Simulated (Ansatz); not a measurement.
```yaml
crystal:
  periodic: [false, false, false]
  atoms:
    - {symbol: F, position_ang: [-0.793486, -2.442159, -0.602157]}
    - {symbol: C, position_ang: [0.311444, -1.065075, -0.474351]}
    - {symbol: C, position_ang: [-0.299641, -0.064484, -1.155843]}
    - {symbol: F, position_ang: [0.104137, 0.176169, -2.531046]}
    - {symbol: C, position_ang: [0.141477, 1.504486, -0.713705]}
    - {symbol: F, position_ang: [-0.533570, 2.305270, -0.922770]}
    - {symbol: F, position_ang: [1.607592, 1.251827, -0.503927]}
    - {symbol: C, position_ang: [-0.283318, 0.900587, 0.865437]}
    - {symbol: F, position_ang: [-1.360875, 0.737351, 1.074550]}
    - {symbol: F, position_ang: [0.631732, 1.485523, 2.129641]}
    - {symbol: C, position_ang: [0.021835, -0.810101, 0.929389]}
    - {symbol: F, position_ang: [1.308919, -1.232128, 1.431152]}
    - {symbol: H, position_ang: [1.324311, -1.257067, -0.362907]}
    - {symbol: H, position_ang: [-1.355817, -0.032941, -1.440318]}
    - {symbol: H, position_ang: [-0.688264, -1.380048, 1.793288]}
basis:
  gaussian: {orbitals: "6-31G*", final_grid: {core_spheres: 8, valence_spheres: 7, degree: 23}}
hamiltonian: {xc: {name: HF}}
correlation: {active_space: {window: {electrons: 3, orbitals: 2}}}
scf: {lower_state_search: full}
output: {forces: true}
```

```sh
$ ansatz run in.yaml --threads 4 --pin off --events-out ev --progress --plain --max-ram 46080MiB --backend cpu
```

(1) How does Ansatz answer? (An estimate is asked.)

## Answers

(1) Ansatz gave: The run stopped with an error.
```
Functional definition: HF
1708 factors; integrals over basis functions are off by at most 8.0e-4 eV
mean field evaluation 1: about -24111.8772 eV, gradient 7.4e1 eV
mean field evaluation 2: about -24111.9119 eV, gradient 7.4e1 eV
mean field evaluation 4: about -24124.5332 eV, gradient 7.5e0 eV
mean field evaluation 8: about -24124.8582 eV, gradient 4.8e-1 eV
mean field -24124.85932553 eV, -886.5722277964 hartree, gradient 9.8e-6 eV, S^2 0.000000; 0 other end points of the search recorded, 0 dependent functions left out
reference -24124.85932553 eV, -886.5722277964 hartree; 48, 48 occupied and 138, 138 virtual orbitals, 1708 factors
Error: 3 electrons in 2 orbitals form no window around the highest filled level of the reference
```
